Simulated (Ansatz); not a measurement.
Consider the formal exchange of groups at the Si–Cl bond: `Cl[Si](Cl)(Cl)Cl` + `CC(C)(C)[Se][Si](C)(C)C` → `C[Si](C)(C)[Se][Si](Cl)(Cl)Cl` + `CC(C)(C)Cl`.

Calculated with Ansatz (gas phase, PBE0-D4/def2-TZVP geometries, no zero-point term in ΔE). CCSD(T)/CBS adds triple-zeta CCSD(T) − MP2 to the extrapolated MP2 energy (def2 sets, frozen cores). DFT in def2-TZVPP. B3LYP here is the variant with VWN-RPA as its local correlation; programs differ in this. For Se outer-core shells are correlated without core-valence functions, which leaves a few kJ/mol of doubt a bond. Scalar relativity is left out up to krypton. One conformer a species, not always the lowest.

| level | ΔE (kJ/mol) | difference from CCSD(T)/CBS |
| --- | --- | --- |
| r2SCAN-D4 | 8.6 | -3.7 |
| B97M-V | 13.9 | 1.6 |
| B3LYP-D4 | 6.9 | -5.4 |
| r2SCAN0-D4 | 8.0 | -4.3 |
| CAM-B3LYP-D4 | 8.6 | -3.7 |
| PBE-QIDH | 10.6 | -1.7 |
| revPBE | 4.8 | -7.5 |
| BLYP | 7.8 | -4.5 |
| r2SCAN | 8.2 | -4.1 |
| r2SCANh | 8.1 | -4.2 |
| CCSD/def2-SVP | 5.4 | -6.9 |
| SCS-MP2/def2-TZVPP | 17.0 | 4.7 |
| CCSD/def2-TZVPP | 16.9 | 4.6 |
| CCSD(T)/def2-TZVPP | 16.8 | 4.5 |
| MP2/def2-QZVPP | 15.3 | 3.0 |
| HF/CBS(def2) | 8.5 | -3.8 |
| CCSD(T)/CBS | 12.3 | 0 |

Largest T1 diagnostic among the species: 0.009.

At CCSD(T), def2-SVP lies −6.4 kJ/mol from the extrapolated value and def2-TZVPP +4.5 kJ/mol. Leaving LDA and LC-ωPBE aside and taking each functional with its dispersion term where it has one, the values, not all of them listed here, spread over 8.9 kJ/mol, from PBE-D4 to B97M-V.
